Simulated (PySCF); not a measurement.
**K⁺: ionisation energy**

K⁺ [Ar] (1S) → K²⁺ [Ne] 3s2 3p5 (2P), as a difference of total energies. Computed with PySCF 2.14 in aug-cc-pVDZ-X2C, with the spin-free X2C one-electron Hamiltonian (Gaussian nucleus). Correlated levels: valence: [Ne] 3s2 frozen. The calculations carry no spin-orbit coupling.

```tsv
method	ionisation energy (eV)
UHF	31.530
MN15	33.087
r2SCAN	32.823
MP2 (valence)	31.598
CCSD(T) (valence)	31.600
```

**Question.** Estimate what CCSD (valence) gives.

**Answer.** 31.600 eV, closest to CCSD(T) (valence) among the rows shown.

**Question.** Estimate what SCS-MP2 (valence) gives.

**Answer.** 31.592 eV, closest to MP2 (valence) among the rows shown.

The reference lies between the lowest fine-structure levels, while these numbers refer to the centres of the terms.

Errors of the correlated levels include the incompleteness of this basis and the frozen core.

For comparison: 31.625 eV (measured; NIST Atomic Spectra Database, ionization energies).
